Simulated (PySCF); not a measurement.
Two species compared at the same levels of theory.

First species: VSCl3 (singlet state).
Z-matrix (Å and degrees, PBE0-D3(BJ)/def2-SVP geometry), rows numbered from 1:
```
V 
S   1  1.9680
Cl  1  2.1178  2  108.18
Cl  1  2.1216  2  108.46  3  -119.81
Cl  1  2.1212  2  108.61  3   119.50
```

Second species: Ti(NMeEt)Cl3, C₃H₈Cl₃NTi (singlet state).
Z-matrix (Å and degrees, PBE0-D3(BJ)/def2-SVP geometry), rows numbered from 1:
```
Ti
N   1  1.8112
C   2  1.4460  1  112.61
C   2  1.4516  1  129.93  3  -176.46
C   4  1.5207  2  112.92  1    97.17
H   3  1.1043  2  110.60  1   118.18
H   3  1.1033  2  111.44  1  -119.84
H   3  1.1025  2  110.70  1    -0.76
H   4  1.1057  2  108.21  1  -139.87
H   4  1.0995  2  108.06  1   -24.33
H   5  1.1001  4  110.15  2   179.42
H   5  1.1001  4  110.29  2   -61.07
H   5  1.1001  4  111.97  2    59.44
Cl  1  2.2009  2  107.22  3    61.20
Cl  1  2.1972  2  106.78  3   -57.67
Cl  1  2.1831  2  105.94  3  -178.90
```

Levels: CAM-B3LYP/def2-SVPD for HOMO energy, LUMO energy, HOMO–LUMO gap and static isotropic polarisability; TDDFT CAM-B3LYP/def2-SVPD for lowest singlet excitation; TDA CAM-B3LYP/def2-SVPD for lowest triplet excitation (Tamm–Dancoff). Geometries: PBE0-D3(BJ)/def2-SVP. All species are isolated and taken at one optimised geometry, non-relativistic unless stated. Electronic properties by PySCF.

(1) Which has the higher T1 energy?

(2) Which has the higher S1 energy?

(3) Which of the two has the higher HOMO–LUMO gap, and by how much?

(4) Which of the two has the higher HOMO energy, and by how much?

(5) Which of the two has the higher static isotropic polarisability, and by how much?

(6) Which has the higher LUMO energy?

## Answers

(1) The second: 2.88 eV against 1.88 eV, a difference of 1.00 eV.

(2) The second: 3.07 eV against 2.35 eV, a difference of 0.72 eV.

(3) The second: 7.14 eV against 6.62 eV, a difference of 0.52 eV.

(4) The second: -9.05 eV against -10.01 eV, a difference of 0.96 eV.

(5) The second: 125.9 au against 99.7 au, a difference of 26.2 au.

(6) The second: -1.91 eV against -3.39 eV, a difference of 1.48 eV.

On the first: The polarisability is 14.78 Å³ as a volume (1 au = 0.148185 Å³), or 1.11 au for each of the 90 electrons. The vertical singlet–triplet gap S1 − T1 is 0.47 eV (TDDFT singlet less Tamm–Dancoff triplet).

On the second: 1 of the 15 computed singlets lies in the visible range (750 to 380 nm, 1.65 to 3.26 eV), with an oscillator strength of 0.002. S1 lies 4.07 eV below the HOMO–LUMO gap; its leading configuration is HOMO→LUMO, weight 0.94.
